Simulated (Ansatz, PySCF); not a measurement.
CH2AlF3O. Atoms are numbered in the order given.

```xyz
8

Al    -0.4597     0.8504     0.9013
C     -0.0595    -0.6186    -0.4235
F     -1.0950    -1.4955    -0.5474
F      1.0235    -1.3616    -0.0663
F      0.1923    -0.1519    -1.6754
H     -1.7962     0.8817     1.7326
O      0.7775     2.0077     1.0152
H      0.8228     2.7929     1.5716
```
Charge 0, spin multiplicity 1.

Coordinates come from a TPSSh-D3(BJ)/def2-SVP optimisation. The structure was generated by enumeration; whether it is a known compound was not checked. One conformer was computed; it need not be the lowest.

Vertical ionisation energy (IE) and electron affinity (EA) in eV. Rows of orbital energies are one-electron estimates. Where ΔSCF, EOM or ADC give a negative EA the extra electron is unbound and the value depends on the basis.

| level | IE | EA |
|---|---|---|
| −ε(HOMO), −ε(LUMO), CAM-B3LYP/def2-TZVP (PySCF) | 10.24 | 0.54 |
| −ε(HOMO), −ε(LUMO), PBE/def2-TZVP (PySCF) | 7.23 | 2.18 |
| ΔSCF, CAM-B3LYP/def2-SVPD (Ansatz), final states of multiplicity 2 and 2 | 11.45 | -0.16 |
| ΔSCF, PBE/def2-SVPD (Ansatz), final states of multiplicity 2 and 2 | [?] | [?] |

Complete the blanks. (An estimate is asked for; the answer gives what the named calculation found.)


- ΔSCF, PBE/def2-SVPD (Ansatz, a program for electronic structure), final states of multiplicity 2 and 2, IE: 10.54
- ΔSCF, PBE/def2-SVPD (Ansatz), final states of multiplicity 2 and 2, EA: -0.06

What vertical singlet–triplet gap does ΔSCF give with CAM-B3LYP/def2-SVPD (Ansatz) and with PBE/def2-SVPD (Ansatz)? (Estimate from the structure and the level; the computed values follow.)

5.83 and 4.90 eV (triplet above singlet where positive).
